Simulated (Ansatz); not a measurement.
C$_{2}$H$_{7}$BZn, SMILES `B[CH](C)[ZnH]`. The species carries charge 0 and has multiplicity 1. The geometry is a stationary point of PBE0-D4/def2-TZVP.

```xyz
11

B     0.610   -0.857    1.002
C     0.517    0.207   -0.031
C    -0.417    1.397    0.022
Zn   -0.349   -1.333   -1.098
H     1.472   -1.699    0.923
H    -0.237   -0.976    1.850
H     1.376    0.357   -0.696
H    -0.820    1.694   -0.952
H     0.120    2.270    0.410
H    -1.257    1.212    0.695
H    -1.015   -2.272   -2.124
```

(1) What is the dipole moment at ωB97M-V/def2-TZVPP? (An estimate is asked.)

(2) And with PBE, r2SCAN, B3LYP? (An estimate is asked.)

(3) Give the Mulliken charges with ωB97M-V, PBE, B3LYP in def2-TZVPP. (An estimate is asked.)

## Answers

(1) Computed: 1.63 D, with components (-0.29, 0.88, -1.33) D in this frame, pointing from negative to positive charge.

(2) The calculation gave: PBE 1.72 D, r2SCAN 1.69 D, B3LYP 1.62 D.

(3) Ansatz gave: 
```tsv
atom	ωB97M-V	PBE	B3LYP
B1	-0.41	-0.33	-0.30
C2	-0.09	0.08	0.03
C3	-0.33	-0.28	-0.28
Zn4	0.27	0.18	0.23
H5	0.07	0.01	0.02
H6	0.06	0.00	0.01
H7	0.17	0.14	0.13
H8	0.11	0.09	0.09
H9	0.11	0.09	0.09
H10	0.11	0.10	0.09
H11	-0.08	-0.08	-0.12
```

B3LYP here is the variant with VWN-RPA as its local correlation; programs differ in this.
